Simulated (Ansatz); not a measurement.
System: 2-methylpropane-1-selenol, C$_{4}$H$_{10}$Se (charge 0, singlet). 
Geometry from a B3LYP-D3(BJ)/def2-TZVP (Ansatz, an electronic-structure program) optimisation:
```xyz
15

C     -1.4468     2.4066     0.5322
C     -1.0910     0.9876     0.0802
C     -1.9403    -0.0466     0.8189
C      0.4042     0.7538     0.2765
Se     0.9649    -1.0151    -0.4362
H     -2.5061     2.6113     0.3655
H     -1.2464     2.5367     1.5990
H     -0.8692     3.1559    -0.0125
H     -1.3038     0.9071    -0.9908
H     -1.7329    -0.0199     1.8920
H     -1.7451    -1.0614     0.4686
H     -3.0035     0.1543     0.6771
H      0.6646     0.7884     1.3342
H      0.9832     1.5048    -0.2562
H      2.3949    -0.6741    -0.4922
```
Charge 0, spin multiplicity 1.

Basis-set convergence of Hartree-Fock and MP2 correlation energies (hartree) with Ansatz. Valence correlation only, unless marked. No spin-orbit coupling. The frozen core is the preceding noble-gas configuration, with the filled d and f shells of earlier blocks. No relativistic terms.

```json
[
 {"basis": "cc-pVDZ", "functions": "133", "E(HF)": "-2557.11444", "E(corr, MP2)": "-0.70353"},
 {"basis": "cc-pVTZ", "functions": "303", "E(HF)": "-2557.23572", "E(corr, MP2)": "-0.87012"},
 {"basis": "cc-pVQZ", "functions": "588", "E(HF)": "-2557.24908", "E(corr, MP2)": "-0.92780"}
]
```

Extrapolating the two largest sets (X = 3 and 4) as X^-3: E(corr) = (64·(-0.92780) - 27·(-0.87012))/37 = -0.9699 Eh, an estimate of the basis-set limit. The largest set recovers 95.7 % of it, the smallest 72.5 %.
